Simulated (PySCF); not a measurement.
**Two-component Hartree-Fock for Mo (molybdenum, neutral)**

Start: [Kr] 4d6; 4d3/2 filled at m_j = +3/2; 4d5/2 filled at m_j = -3/2, -1/2, +1/2, +3/2, +5/2. Calculated with PySCF 2.14 in x2c-TZVPall-2c: generalised Hartree-Fock with the X2C-1e Hamiltonian and a Gaussian nucleus; spin-orbit coupling (SO) screened by Boettger's factors. This is a chosen level, not necessarily the ground level.

| spinor shell | electrons | ε, screened SO (eV) | weight of nominal j (screened SO) | rms radius, screened SO (bohr) |
| --- | --- | --- | --- | --- |
| 1s1/2 | 2 | -20106.5 | 1.000 | 0.0404 |
| 2s1/2 | 2 | -2915.1 | 1.000 | 0.166 |
| 2p1/2 | 2 | -2673.5 | 1.000 | 0.145 |
| 2p3/2 | 4 | -2565.3 | 1.000 | 0.149 |
| 3s1/2 | 2 | -528.68 | 1.000 | 0.456 |
| 3p1/2 | 2 | -435.10 | 1.000 | 0.455 |
| 3p3/2 | 4 | -416.51 | 1.000 | 0.465 |
| 3d3/2 | 4 | -251.76 | 0.991 | 0.451 |
| 3d5/2 | 6 | -248.07 | 0.994 | 0.455 |
| 4s1/2 | 2 | -79.373 | 1.000 | 1.19 |
| 4p1/2 | 2 | -51.572 | 0.768 | 1.33 |
| 4p3/2 | 4 | -46.488 | 0.884 | 1.34 |
| 4d5/2 | 5 | -8.401 | 0.458 | 2.60 |
| 4d3/2 | 1 | -5.869 | 0.774 | 2.31 |

```tsv
quantity	screened SO
E (hartree)	-4046.30069
M_J	4
⟨J²⟩	25.497
⟨L²⟩	11.878
⟨S²⟩	5.985
```

The determinant has a definite M_J but mixes levels of different J.

Each row is a mean over spinors that exchange with the open shell spreads, by up to 6.167 eV (4p3/2).

Rows whose weight is well below 1 are mixtures of j = l ± 1/2: exchange outweighs spin-orbit coupling there, and the label is only the starting occupation.

Breit and QED terms are absent; they matter most for the inner s and p1/2 levels.

Densities and radii are taken from the X2C orbitals without a picture-change correction, which distorts them close to the nucleus.
